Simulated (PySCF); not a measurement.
## Selenium: a sound run and one with changed settings

Sound run: Se [Ar] 3d10 4s2 4p4, Se⁺ [Ar] 3d10 4s2 4p3. Calculation: PySCF 2.14, in x2c-SVPall (5s4p3d, 32 functions); the spin-free X2C one-electron Hamiltonian (Gaussian nucleus). In the sound run the correlated levels freeze [Ar] 3d10. The sound run starts from symmetry-adapted Hartree-Fock orbitals and uses a fine grid where one is needed.

A second run was set up differently.

```csv
species,method,sound run (hartree),changed run (hartree),converged
Se,MP2,-2427.71710,-2427.87072,yes
Se⁺,MP2,-2427.38872,-2427.54056,yes
```

Ionisation energy of Se:

```
 method  sound run (eV)  changed run (eV)
    UHF           8.521             8.521
    MP2           8.936             8.984
SCS-MP2           8.963             8.992
```

**Question.** What was changed?
A. all electrons correlated in a valence basis
B. minimal basis
C. level shift left on
D. a valence shell is frozen

**Answer.** A. A valence basis has no tight correlating functions, so it recovers only part of the core correlation, and not evenly between atom and ion.
